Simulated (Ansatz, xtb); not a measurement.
# Ranking isomers of C5H6FNO

5 gas-phase structures of C5H6FNO, from a drawn sample of its isomers (lower ones may exist). Each was relaxed with GFN2-xTB; where two conformers were screened, the lower at r2SCAN-D4/def2-SVP is listed:

A. `C[C@@H]1C=C(F)C(=O)N1`, a singlet
B. `O=CN1CC=C(F)C1`, a singlet
C. `Cc1nocc1CF`, a singlet
D. `C[C@]1(F)CC=NC1=O`, a singlet
E. `CCc1cc(F)no1`, a singlet

Task: Which do you expect lowest at r2SCAN-D4/def2-SVP, and how would the others follow?

Result: Calculated order at r2SCAN-D4/def2-SVP: A (0.000), D (0.448), B (0.543), E (1.457), C (1.517) eV.

Energies above the lowest of each column, in eV; the last columns are at PBE-D3(BJ)/def2-SVP geometries and were run for some of them only (a dash: not run or not comparable):

```csv
structure,GFN2-xTB,HF/STO-3G,r2SCAN-D4/def2-SVP,PBE-D3(BJ)/def2-SVP,CCSD(T)/def2-SVP + ΔMP2/def2-TZVPP
A,0.000,0.162,0.000,0.000,0.000
D,0.423,0.000,0.448,0.478,0.187
B,0.191,0.534,0.543,0.514,0.508
E,0.868,0.001,1.457,–,–
C,0.907,0.269,1.517,–,–
```

CCSD(T)/def2-SVP + ΔMP2/def2-TZVPP puts A lowest of those it was run on; HF/STO-3G picks D. Some further structures that were screened fall inside this span and aren't listed. Flexible structures stand in one conformer each, not always the lowest. Frequencies (GFN2-xTB) were run for A, B, D alone. ΔMP2 is the change of the MP2 energy from the smaller to the larger basis.

Over these structures GFN2-xTB departs from r2SCAN-D4/def2-SVP by 0.242 eV on average once a common shift is removed. A GFN2-xTB relaxation took about 0.066 s and the r2SCAN-D4/def2-SVP energy about 1.8 s on a shared host (Ansatz 0.2.0, xtb 6.7.1).
